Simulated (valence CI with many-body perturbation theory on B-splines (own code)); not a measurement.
# E1 transitions of Sn⁴⁵⁺

Computed by relativistic CI+MBPT: three valence electrons over a frozen Dirac-Fock core [He], a basis of 11 s, 11 p, 10 d, 8 f, 5 g, 2 h functions for each j, with the one-electron correlation potential Σ1, the two-electron term Σ2, the three-electron term Σ3, Breit, model QED; selected CI, second order for the rest, scaled by the run's own slope (own B-spline code, finite nucleus).

The last digits are not significant, and no measured levels were compared; by estimate large intervals hold to a few tenths of a per cent, small ones and those within an open d or f shell to about a per cent.

Lines 151 to 200 of 505 in falling wavelength, among levels below 465.24 Ry, chosen from the strongest by gf and those to the six lowest levels. Wavelengths and rates use the calculated energies. Electric multipoles are in the length gauge with retardation, E1 and E2 with the static RPA response of the core. Weak lines are less certain than strong ones. Lines between different terms over intervals too small for the method are left out, as are lines whose strength nearly cancels. The highest levels of a list are the least certain.

Levels are named by their leading jj configuration (3d3/2^4 stands for four electrons in 3d with j = 3/2), which in mixed levels can hold well under half, so a name can repeat and another be missing. Letters in brackets count levels of one name in rising energy.

```csv
λ vac (Å),Upper,Lower,A (s⁻¹),S (a.u.)
28.83,(2p3/2^2 3d3/2) J=5/2,(2s 2p3/2 3d3/2) J=5/2 [a],1.56e+11,1.11e-02
28.78,(2p1/2 2p3/2^2) J=3/2,(2s 2p1/2 2p3/2) J=5/2,4.09e+10,1.93e-03
28.66,(2s 2p1/2 2p3/2) J=3/2 [b],(2s^2 2p1/2) J=1/2,3.82e+11,1.78e-02
28.58,(2p3/2^2 3s) J=5/2,(2s 2p3/2 3s) J=5/2,2.57e+11,1.77e-02
28.56,(2s 2p1/2 2p3/2) J=1/2,(2s^2 2p1/2) J=1/2,5.12e+11,1.18e-02
28.28,(2p1/2 2p3/2^2) J=1/2,(2s 2p1/2 2p3/2) J=3/2 [b],5.19e+11,1.16e-02
27.99,(2s 2p3/2^2) J=1/2,(2s^2 2p3/2) J=3/2,4.27e+11,9.24e-03
27.92,(2s 2p3/2^2) J=3/2,(2s^2 2p3/2) J=3/2,7.03e+11,3.02e-02
27.87,(2p1/2^2 2p3/2) J=3/2,(2s 2p1/2^2) J=1/2,2.76e+11,1.18e-02
27.59,(2p1/2 2p3/2^2) J=5/2,(2s 2p1/2 2p3/2) J=5/2,2.73e+11,1.70e-02
26.95,(2p1/2 2p3/2^2) J=3/2,(2s 2p1/2 2p3/2) J=3/2 [a],3.20e+11,1.24e-02
8.902,(2s 2p3/2 4s) J=5/2,(2s 2p3/2 3p3/2) J=5/2 [a],2.20e+12,4.60e-03
8.899,(2s 2p1/2 4p3/2) J=5/2,(2s 2p1/2 3d5/2) J=7/2,1.64e+12,3.41e-03
8.884,(2s^2 4s) J=1/2,(2s^2 3p3/2) J=3/2,5.75e+12,3.98e-03
8.883,(2p1/2^2 4s) J=1/2,(2p1/2^2 3p3/2) J=3/2,8.20e+12,5.67e-03
8.876,(2s 2p3/2 4s) J=3/2 [b],(2s 2p3/2 3p3/2) J=5/2 [c],3.03e+12,4.18e-03
8.867,(2s 2p3/2 4s) J=3/2 [a],(2s 2p3/2 3p3/2) J=5/2 [a],3.08e+12,4.23e-03
8.866,(2s 2p1/2 4s) J=1/2 [a],(2s 2p1/2 3p3/2) J=3/2 [a],8.53e+12,5.86e-03
8.865,(2s 2p1/2 4f5/2) J=3/2,(2p1/2^2 3p1/2) J=1/2,3.16e+12,4.34e-03
8.865,(2s 2p1/2 4s) J=3/2,(2s 2p1/2 3p3/2) J=5/2,6.51e+12,8.95e-03
8.861,(2s 2p1/2 4f7/2) J=7/2 [a],(2s 2p1/2 3d5/2) J=5/2 [b],3.98e+12,1.09e-02
8.856,(2s 2p1/2 4s) J=1/2 [b],(2s 2p1/2 3p3/2) J=3/2 [b],5.07e+12,3.48e-03
8.837,(2s 2p3/2 4p3/2) J=7/2,(2s 2p3/2 3d5/2) J=9/2,1.51e+12,4.11e-03
8.800,(2s 2p3/2 4s) J=5/2,(2s 2p3/2 3p3/2) J=7/2,5.59e+12,1.13e-02
8.792,(2s 2p3/2 4s) J=3/2 [a],(2s 2p3/2 3p3/2) J=3/2 [a],2.82e+12,3.78e-03
8.764,(2s 2p1/2 4f5/2) J=7/2,(2s 2p1/2 3d5/2) J=5/2 [b],3.28e+12,8.73e-03
8.759,(2s 2p1/2 4f5/2) J=5/2 [b],(2s 2p1/2 3d5/2) J=3/2,2.61e+12,5.19e-03
8.758,(2s 2p3/2 4s) J=3/2 [b],(2s 2p3/2 3p3/2) J=5/2 [b],3.17e+12,4.20e-03
8.752,(2p1/2^2 4f5/2) J=5/2,(2p1/2^2 3d5/2) J=5/2,4.08e+12,8.09e-03
8.733,(2s 2p1/2 4f7/2) J=5/2,(2s 2p1/2 3d5/2) J=5/2 [b],5.41e+12,1.07e-02
8.732,(2s 2p1/2 4f7/2) J=7/2 [b],(2s 2p1/2 3d5/2) J=5/2 [b],5.18e+13,1.36e-01
8.732,(2s 2p1/2 4f7/2) J=5/2,(2s 2p1/2 3d5/2) J=3/2,5.31e+13,1.05e-01
8.726,(2s 2p1/2 4f5/2) J=5/2 [a],(2s 2p1/2 3d3/2) J=3/2 [b],5.91e+12,1.16e-02
8.723,(2p1/2^2 4f7/2) J=7/2,(2p1/2^2 3d5/2) J=5/2,6.13e+13,1.61e-01
8.723,(2s 2p1/2 4f5/2) J=5/2 [a],(2s 2p1/2 3d5/2) J=5/2 [a],3.20e+12,6.29e-03
8.699,(2s 2p1/2 4f5/2) J=7/2,(2s 2p1/2 3d5/2) J=7/2,4.44e+12,1.15e-02
8.696,(2s 2p1/2 4f7/2) J=7/2 [a],(2s 2p1/2 3d5/2) J=5/2 [a],4.89e+13,1.27e-01
8.693,(2s^2 4f5/2) J=5/2,(2s^2 3d5/2) J=5/2,4.15e+12,8.07e-03
8.680,(2s 2p1/2 4d5/2) J=3/2,(2p1/2^2 3s) J=1/2,2.86e+12,3.70e-03
8.673,(2s 2p1/2 4f7/2) J=9/2,(2s 2p1/2 3d5/2) J=7/2,6.23e+13,2.01e-01
8.668,(2s 2p1/2 4f7/2) J=7/2 [b],(2s 2p1/2 3d5/2) J=7/2,4.55e+12,1.17e-02
8.667,(2s^2 4f7/2) J=7/2,(2s^2 3d5/2) J=5/2,6.24e+13,1.61e-01
8.638,(2s 2p3/2 4d5/2) J=7/2,(2s 2p3/2 3p3/2) J=5/2 [b],2.02e+12,5.14e-03
8.615,(2s 2p1/2 4f7/2) J=7/2 [a],(2s 2p1/2 3d3/2) J=5/2,9.47e+12,2.39e-02
8.603,(2s 2p1/2 4f5/2) J=3/2,(2s 2p1/2 3d3/2) J=3/2 [b],1.55e+13,1.95e-02
8.602,(2s 2p1/2 4f5/2) J=7/2,(2s 2p1/2 3d5/2) J=5/2 [a],6.41e+12,1.61e-02
8.601,(2s 2p1/2 4f5/2) J=5/2 [b],(2s 2p1/2 3d3/2) J=3/2 [b],4.06e+13,7.66e-02
8.598,(2s 2p1/2 4f5/2) J=5/2 [b],(2s 2p1/2 3d5/2) J=5/2 [a],2.93e+12,5.52e-03
8.591,(2s 2p1/2 4f5/2) J=3/2,(2s 2p1/2 3d3/2) J=1/2,4.12e+13,5.16e-02
8.581,(2s^2 4f5/2) J=5/2,(2s^2 3d3/2) J=3/2,4.48e+13,8.39e-02
```
